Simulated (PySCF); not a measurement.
# Nonlinear optical response: SMILES Nc1cccc(O)c1, C$_{6}$H$_{7}$NO

Cartesian coordinates in Å; atom numbers follow the order of the lines, from 1:
```xyz
15

N     2.408    0.156    1.138
C     1.101    0.246    0.709
C     0.291    1.330    1.098
C    -1.009    1.430    0.619
C    -1.540    0.475   -0.247
C    -0.737   -0.603   -0.633
O    -1.180   -1.570   -1.466
C     0.570   -0.718   -0.159
H     2.645    0.669    1.976
H     2.841   -0.757    1.087
H     0.691    2.091    1.772
H    -1.629    2.275    0.927
H    -2.565    0.562   -0.618
H    -2.088   -1.371   -1.716
H     1.169   -1.571   -0.485
```

The calculation used PySCF 2.14.0, quadratic response CAM-B3LYP/aug-cc-pVDZ first hyperpolarisability, Taylor convention, gas phase. Geometry: PBE0-D3(BJ)/def2-SVP.

**Question.** Give β for the processes computed.

**Answer.** In au, Taylor convention; the vector part is βᵢ = ⅓ Σⱼ (βᵢⱼⱼ + βⱼᵢⱼ + βⱼⱼᵢ); β∥ is 3/5 of the vector part along the dipole, the dipole points from − to +:
| process | λ (nm) | β vector norm | β∥ | β HRS | depolarisation ratio |
| --- | --- | --- | --- | --- | --- |
| static β(0;0,0) | ∞ | 277.9 | -49.0 | 143.2 | 3.01 |
| second harmonic β(−2ω;ω,ω) | 1907 | 294.2 | -50.8 | 150.6 | 3.04 |
| Pockels β(−ω;ω,0) | 1907 | 283.1 | -49.6 | – | – |
| second harmonic β(−2ω;ω,ω) | 1064 | 336.9 | -54.9 | 169.7 | 3.11 |
| Pockels β(−ω;ω,0) | 1064 | 295.4 | -50.9 | – | – |

**Question.** Which lowest excitations, dipole and polarisabilities go with it?

**Answer.** S1 4.87 eV (f = 0.030); S2 4.89 eV (f = 0.011); S3 5.22 eV (f = 0.002); dipole 1.13 D; isotropic α 86.4 au static, 86.7 au at 1907 nm, 87.6 au at 1064 nm, 87.9 au at 953.5 nm, 91.7 au at 532 nm.
